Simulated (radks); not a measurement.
All-electron atom: Cs in [Xe] 6s1. All-electron calculation, scalar-relativistic Kohn-Sham, LB94 model potential, spin-unpolarised, spherical densities, finite nucleus; Fermi nuclear charge, rms radius 4.8041 fm. Program: a radial shooting solver on a logarithmic mesh with Libxc functionals. Some entries of the table are withheld. Estimate them.

orbital  occ.  eigenvalue (hartree)  r(max) (bohr)
1s          2             -1321.494        0.01678
2s          2             -207.9654        0.09479
2p          6             -186.7779        0.07607
3s          2             -43.65339            (1)
3p          6             -36.81034         0.2667
3d         10             -26.72820         0.2201
4s          2              -8.33533         0.6423
4p          6              -6.15987         0.6734
4d         10              -2.98892         0.7226
5s          2              -1.15119          1.518
5p          6              -0.64915          1.762
6s          1              -0.17252            (2)

Answer. 
(1) 3s r(max) (bohr): 0.2727
(2) 6s r(max) (bohr): 4.110
